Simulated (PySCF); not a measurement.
C2H2BF3, SMILES F/C=C\B(F)F. Atoms are numbered in the order given.

```xyz
8

F      0.6205    -1.9885     0.0000
C     -0.6439    -1.5648     0.0000
C     -0.9912    -0.2622     0.0000
B     -0.0043     0.9302     0.0000
F      1.3197     0.7816     0.0000
F     -0.4667     2.1838     0.0000
H     -1.3543    -2.4118     0.0000
H     -2.0755    -0.0688     0.0000
```
Charge 0, spin multiplicity 1.

The structure is a stationary point at PBE-D3(BJ)/def2-SVP. The structure was generated by enumeration; whether it is a known compound was not checked. One conformer was computed; it need not be the lowest.

Calculation: PBE-D3(BJ)/def2-SVP (PySCF).

Frequencies are harmonic and unscaled.

```
mode  ν (cm⁻¹)  IR (km/mol)  moving atoms (share of kinetic energy)
----  --------  -----------  --------------------------------------
1           63          1.1                          F 75 %, C 19 %
2          138          0.2                                  F 88 %
3          294          3.2          C 49 %, H 27 %, F 13 %, B 11 %
4          317          0.5                          F 81 %, B 12 %
5          454         17.4                          F 63 %, C 28 %
6          669         37.9            B 67 %, C 16 %, F 9 %, H 8 %
7          685          1.1                          F 47 %, C 44 %
8          795         43.5                          H 72 %, C 20 %
9          806          4.7                   C 53 %, F 38 %, H 9 %
10         945          0.2                          H 73 %, C 27 %
11        1020         33.3                  H 57 %, F 23 %, C 19 %
12        1205        155.8          H 34 %, C 25 %, F 21 %, B 20 %
13        1274        119.3                  H 56 %, B 26 %, F 14 %
14        1388        186.2                   B 67 %, F 21 %, H 8 %
15        1408        229.7                  B 33 %, C 32 %, H 27 %
16        1665        291.6                                  C 92 %
17        3094         11.5                           H 92 %, C 8 %
18        3132          0.6                           H 91 %, C 9 %
```
